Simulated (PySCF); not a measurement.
## Electron correlation in Ge⁺ (germanium, charge +1)

[Ar] 3d10 4s2 4p1, 2P determinant. All numbers are calculated (PySCF 2.14, the non-relativistic Hamiltonian (point nucleus), in def2-TZVP). Frozen: [Ar] 3d10; 3 electrons correlated.

MP2 pair energies summed by pair of shells (mhartree):

```json
{"pair": "4s-4s", "energy": "-21.13", "share (%)": "56.5"}
{"pair": "4s-4p", "energy": "-16.25", "share (%)": "43.5"}
```

Total MP2 correlation energy: -37.38 mhartree.

Same-spin part -2.50 and opposite-spin part -34.88 mhartree; SCS-MP2 scales them by 1/3 and 6/5 to -42.69 mhartree.

| level | correlation energy (mhartree) |
| --- | --- |
| CCSD | -51.25 |
| (T) | -0.80 |
| CCSD(T) | -52.05 |

Diagnostics: T1 = 0.011, D1 = 0.0246, largest double amplitude 0.098.

Cost of the coupled-cluster step: 0.57 s of wall time on 1 thread of Neoverse-V1 (shared host), for 3 correlated electrons.

Iterations:

```
CC2 = 0
CCSD nocc = (np.int64(2), np.int64(1)), nmo = (34, 34)
frozen orbitals [[0, 1, 2, 3, 4, 5, 6, 7, 8, 9, 10, 11, 12, 13], [0, 1, 2, 3, 4, 5, 6, 7, 8, 9, 10, 11, 12, 13]]
max_cycle = 100
direct = 0
conv_tol = 1e-08
conv_tol_normt = 1e-06
diis_space = 8
diis_start_cycle = 0
Init t2, MP2 energy = -0.0373848013442515
Init E_corr(UCCSD) = -0.0373848013444617
cycle = 1  E_corr(UCCSD) = -0.0462879961697684  dE = -0.00890319483  norm(t1,t2) = 0.0478066
cycle = 2  E_corr(UCCSD) = -0.049219258392953  dE = -0.00293126222  norm(t1,t2) = 0.0199464
cycle = 3  E_corr(UCCSD) = -0.0512564293153285  dE = -0.00203717092  norm(t1,t2) = 0.0091286
cycle = 4  E_corr(UCCSD) = -0.0512394945094888  dE = 1.69348058e-05  norm(t1,t2) = 0.00109268
cycle = 5  E_corr(UCCSD) = -0.0512517840396827  dE = -1.22895302e-05  norm(t1,t2) = 0.000124916
cycle = 6  E_corr(UCCSD) = -0.0512484047324941  dE = 3.37930719e-06  norm(t1,t2) = 2.11573e-05
cycle = 7  E_corr(UCCSD) = -0.0512498271540208  dE = -1.42242153e-06  norm(t1,t2) = 5.56214e-06
cycle = 8  E_corr(UCCSD) = -0.051249444932711  dE = 3.8222131e-07  norm(t1,t2) = 1.62292e-06
cycle = 9  E_corr(UCCSD) = -0.0512494566781235  dE = -1.17454125e-08  norm(t1,t2) = 2.00566e-07
cycle = 10  E_corr(UCCSD) = -0.0512494672303467  dE = -1.05522232e-08  norm(t1,t2) = 5.93221e-08
cycle = 11  E_corr(UCCSD) = -0.0512494656579681  dE = 1.57237861e-09  norm(t1,t2) = 2.63059e-08
UCCSD converged
E(UCCSD) = -2075.098859572662  E_corr = -0.05124946565796813
UCCSD(T) correction = -0.000800313793163299
```
